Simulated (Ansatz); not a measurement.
Program: Ansatz. Geometries: PBE0-D4/def2-TZVP. ΔE: electronic, gas phase. CCSD(T)/CBS adds triple-zeta CCSD(T) − MP2 to the extrapolated MP2 energy (def2 sets, frozen cores). Functionals use def2-TZVPP. B3LYP here is the variant with VWN-RPA as its local correlation; programs differ in this. One conformer a species, not always the lowest.

Reaction (isomerisation): `BN([SiH3])[SiH2]F` → `B[SiH2]N[SiH2]F`

`BN([SiH3])[SiH2]F`:

Z-matrix (Å, degrees):
```
Si
N 1 1.761
H 1 1.483 2 110.0
H 1 1.485 2 107.6 3 -119.5
H 1 1.482 2 110.1 3 121.0
Si 2 1.732 1 121.8 3 118.9
B 2 1.414 1 117.3 3 -62.2
F 6 1.598 2 109.5 1 72.0
H 6 1.476 2 109.3 1 -169.4
H 6 1.480 2 109.9 1 -44.6
H 7 1.197 2 120.3 1 -179.0
H 7 1.201 2 119.1 1 1.3
```

`B[SiH2]N[SiH2]F`:

```xyz
12

B    -1.097    1.313    0.136
Si   -1.199   -0.700    0.322
N     0.454   -1.190   -0.025
Si    1.604   -0.004   -0.390
F     0.945    1.361    0.231
H    -1.291    2.036    1.065
H    -1.139    1.789   -0.961
H    -2.149   -1.337   -0.638
H    -1.570   -1.218    1.671
H     0.742   -2.142    0.139
H     1.789    0.320   -1.822
H     2.909   -0.227    0.272
```

```
             level  ΔE (kcal/mol)
          B3LYP-D4           36.0
               PBE           32.9
              PBE0           33.7
   CCSD/def2-TZVPP           36.4
CCSD(T)/def2-TZVPP           36.1
     HF/def2-QZVPP           40.0
    MP2/def2-QZVPP           37.5
SCS-MP2/def2-QZVPP           37.8
```

Question: What does CCSD(T)/CBS give? (An estimate is asked.)

Answer: Computed: +35.8 kcal/mol. The listed levels differ from it by 0.2, -2.9, -2.1, 0.6, 0.3, 4.2, 1.7, 2.0 kcal/mol.

Largest T1 diagnostic among the species: 0.012.

In def2-TZVPP, CCSD(T) changes the Hartree–Fock value by −3.7 kcal/mol (the triples alone add −0.3 kcal/mol) and MP2 by −2.2 kcal/mol. From PBE to PBE0 (25 % exact exchange), in def2-TZVPP and without D4, ΔE moves by +0.8 kcal/mol.
